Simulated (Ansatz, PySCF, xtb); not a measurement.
Complex: H2O (SMILES O) (first 3 atoms) with CH3Br (SMILES CBr); geometry from B3LYP-D3(BJ)/def2-TZVP, rigid monomers moved along the line of their centres of mass till H2···Br5 is 3.73 Å.
(charge 0, multiplicity 1):
```xyz
8

O      0.34622     0.03161    -0.11399
H     -0.02327     0.55665     0.60845
H     -0.32053     0.05274    -0.80786
C     -0.30526    -1.48346     3.87337
Br    -1.18985     0.25209     4.13538
H      0.55910    -1.50331     4.52723
H     -0.02285    -1.53487     2.82758
H     -1.02258    -2.25104     4.14065
```

Monomers are frozen at their geometry in the pair; levels with a basis set take the counterpoise correction.

Codes used: Ansatz (a first-principles code); PySCF for the dispersion terms; xtb for the GFN methods. Values without a source in brackets are computed.

Task: One of these levels gives -3.2 kJ/mol for the interaction energy. Name it.
(A) HF/aug-cc-pVDZ
(B) r2SCAN-D3(BJ)/def2-TZVPPD
(C) GFN1-xTB

Result: C, GFN1-xTB. The others give -5.5 (HF/aug-cc-pVDZ), -7.0 (r2SCAN-D3(BJ)/def2-TZVPPD)
